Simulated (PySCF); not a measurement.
## Ionisation of 4-fluorobenzotrifluoride

System: 4-fluorobenzotrifluoride, `Fc1ccc(C(F)(F)F)cc1` (C7H4F4). Non-hydrogen atoms are numbered in `[F:1][c:2]1[cH:3][cH:4][c:5]([C:6]([F:7])([F:8])[F:9])[cH:10][cH:11]1`. These are map numbers, not IUPAC locants.

Energies: ωB97X-D3(BJ)/ma-def2-SVP (PySCF, density fitting, integration grid level 2) on PBE0-D3(BJ)/def2-SVP structures. ωB97X-D3(BJ) is ωB97X-V with D3(BJ) in place of VV10. Zero-point and thermal terms (298.15 K, 1 bar) come from unscaled PBE0-D3(BJ)/def2-SVP harmonic frequencies, with soft modes damped to free rotors in the entropy.

Frontier levels of the parent: HOMO -10.15 eV, LUMO 0.86 eV.

Oxidation to the radical cation:
| Item | Value |
| --- | --- |
| Vertical ionisation energy (electronic) | 9.97 eV |
| Adiabatic ionisation energy (with zero-point energy) | 9.69 eV |
| Adiabatic, electronic part | 9.73 eV |
| Vertical gap at the product's structure | 9.44 eV |
| Inner reorganisation energy (four-point) | 534 meV |
| Relaxation of product / of parent | 244 / 290 meV |
| ⟨S²⟩ of the product | 0.774 |
| Largest spin populations | C5 0.46, C2 0.32, C3 0.13, F1 0.10 |
| Largest changes of atomic charge | C5 0.18, C2 0.15, F1 0.13 |
| Distances that move most (Å) | F1–C2 1.328 → 1.282; C2–C3 1.390 → 1.429; C5–C10 1.397 → 1.430; C2–C11 1.391 → 1.425 |
| Potential in acetonitrile | 7.36 V absolute (solvation -16 → -239 kJ/mol) |

Solvents are IEF-PCM continua (electrostatics only, gas-phase structures); absolute potentials refer to an electron at rest in vacuum.

Measured values (NIST Chemistry WebBook, evaluated or the median of agreeing entries): vertical ionisation energy 9.98 eV (computed 9.97, difference -0.01).

Caveats: ma-def2-SVP is a small basis, whose errors can reach tens of kJ/mol.
